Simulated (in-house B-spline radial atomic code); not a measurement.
Ionising P with different functionals

Computed with a B-spline radial code for spherical atoms: scalar-relativistic (spin-free X2C) Hamiltonian, Fermi nucleus of rms radius 3.1889 fm, spin-polarised at highest spin, spherical fractional occupations for the functionals, and exact exchange of hybrids averaged over the configuration. The ionisation energy is the difference of two self-consistent energies, [Ne] 3s2 3p3 → [Ne] 3s2 3p2, without Breit or QED terms; ε is the level of the shell that loses the electron (its least bound occupied spin orbital).

| method | rung | ΔSCF (eV) | -ε(3p) (eV) |
| --- | --- | --- | --- |
| PBE0 | global hybrid | 10.57 | 7.52 |
| B3LYP | global hybrid | 10.42 | 7.11 |
| TPSSh | global hybrid | 10.67 | 6.90 |
| BHandHLYP | global hybrid | 10.29 | 8.43 |
| r2SCAN0 | global hybrid | 10.81 | 7.80 |
| B97-1 | global hybrid | 10.38 | 7.12 |
| HSE06 | range-separated hybrid | 10.56 | 7.11 |
| wB97X | range-separated hybrid | 10.37 | 9.77 |
| CAM-B3LYP | range-separated hybrid | 10.38 | 8.69 |
| LC-wPBE | range-separated hybrid | 10.61 | 10.29 |

(1) Among the functionals, which spreads more, the ΔSCF values or the orbital energies?

(2) How do they compare with the NIST value?

Results:

(1) The orbital energies: ΔSCF values span about 0.52 eV and the orbital energies 3.39 eV; here energy differences depend much less on the functional than eigenvalues do.

(2) NIST lists 10.487 eV (measured, ground level to ground level). Errors run from -0.20 to +0.33 eV; B3LYP is closest (-0.07 eV), but part of that can be cancellation, since the calculations leave out spin-orbit coupling, Breit-QED terms, multiplet and fine-structure energies.
